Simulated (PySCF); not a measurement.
# Static response to an electric field

Species: Mo(NH)2Cl2 (singlet state).
Structure used (PBE0-D3(BJ)/def2-SVP), in Å, numbered top down from 1:
```xyz
7
Cl2H2MoN2 angstrom
Mo    -0.3872    0.0344   -0.2927
N     -0.4347   -0.0801    1.4119
H     -0.0193   -0.1578    2.3398
N      1.2469    0.0173   -0.7891
H      2.2523   -0.0273   -0.6263
Cl    -1.2780    2.0496   -0.8983
Cl    -1.3800   -1.8360   -1.1454
```

Level: CAM-B3LYP/def2-SVPD (PySCF), static field, nuclei fixed, core orbitals frozen in the response. The polarisability tensor in these axes (au):

```
x   82.18 -0.01  2.22
y   -0.01 89.32  0.39
z    2.22  0.39 81.31
```

**Question.** What are the eigenvalues, a third of the trace, and Δα (Δα² = ½Σ(αi − αj)² over the three pairs)?

**Answer.** Principal values 79.48, 84.00 and 89.34 au; mean 84.27 au = 12.49 Å³ = 13.89 × 10⁻⁴⁰ C²·m²/J; Δα = 8.55 au (10 % of the mean).

**Question.** What is the dipole moment, and where does it point?

**Answer.** (2.89, -0.24, 2.23) D, 3.66 D in size, pointing from the negative to the positive side. Measured along this direction, the outermost atoms are Cl6 and Cl7 at the negative end and H3 and H5 at the positive end.

**Question.** What molar refraction does this α imply?

**Answer.** Lorentz–Lorenz: R = (4π/3)N_A α = 2.5225 cm³/(mol·Å³) × 12.49 Å³ = 31.5 cm³/mol, in the limit of long wavelengths.

**Question.** In a dilute gas of rigid molecules at 500 K, how does the orientational term μ²/3kT compare with the electronic polarisability?

**Answer.** In Gaussian units μ²/3kT = 64.67 Å³ against 12.49 Å³, a ratio of 5.18; the Debye molar polarisation (4π/3)N_A(α + μ²/3kT) is 194.6 cm³/mol, leaving out the vibrational part.

**Question.** What depolarisation ratio follows for Rayleigh scattering of linearly polarised light, taking the static tensor?

**Answer.** ρ = 3Δα²/(45ᾱ² + 4Δα²) = 219.3/(319584 + 292.4) = 0.000686.

**Question.** Refractivity n − 1 of an ideal gas of it at 350 K and 1 atm, from the electronic α?

**Answer.** N = p/kT = 2.0968 × 10¹⁹ cm⁻³, so n − 1 = 2π × N × 12.49 × 10⁻²⁴ cm³ = 1645 × 10⁻⁶ at long wavelengths, for an ideal gas.

Isolated species at its PBE0-D3(BJ)/def2-SVP geometry, gas phase. Atoms past krypton carry effective core potentials; spin–orbit coupling is left out.
